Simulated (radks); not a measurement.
Results of a calculation; reference values are marked as such.
Task: Neutral zinc, configuration [Ar] 3d10 4s2. Level of theory: scalar-relativistic Kohn-Sham, r2SCAN, spin-polarised, spherical densities, finite nucleus; meta-GGA in the generalised Kohn-Sham scheme; Fermi nuclear charge, rms radius 3.9283 fm (a radial shooting solver on a logarithmic mesh with Libxc functionals). Some entries of the table are withheld. Estimate them.

orbital,occ.,eigenvalue (eV),<1/r> (bohr^-1)
1s,2,-9554.297,30.22
2s,2,-1169.269,6.603
2p,6,-1011.658,6.463
3s,2,-133.5226,(1)
3p,6,(2),1.931
3d,10,-10.4613,1.512
4s,2,-6.2200,0.4904
4p,0,(3),0.3513

Result: 
(1) 3s <1/r> (bohr^-1): 2.089
(2) 3p eigenvalue (eV): -86.0646
(3) 4p eigenvalue (eV): -0.6966
